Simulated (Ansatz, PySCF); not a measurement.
Complex: HF (SMILES F) (first 2 atoms) with SO2 (SMILES O=S=O); geometry from B3LYP-D3(BJ)/def2-TZVP.
(charge 0, multiplicity 1):
```xyz
5

F      0.351     0.507    -0.657
H      0.084     0.724     0.211
O     -0.336     0.663     2.009
S     -0.194    -0.570     2.752
O     -0.535    -0.555     4.144
```

Interaction energies are E(AB) − E(A) − E(B) at the monomers' geometry in the complex; basis-set methods are counterpoise corrected.

Frozen-core correlation.

Run with Ansatz (Gaussian basis) for Hartree–Fock, density functionals and correlated methods; PySCF for the dispersion terms. Values without a source in brackets are computed.

Problem. Give the interaction energy at the level B3LYP/def2-TZVPPD.

Solution. -4.1 kcal/mol

Problem. Estimate the interaction energy that B2PLYP-D3(BJ)/def2-TZVPPD returns for this input.

Solution. -4.5 kcal/mol

Problem. Predict the interaction energy from BHLYP-D3(BJ)/def2-TZVPPD.

Solution. -5.5 kcal/mol

Ansatz is a program for electronic structure.
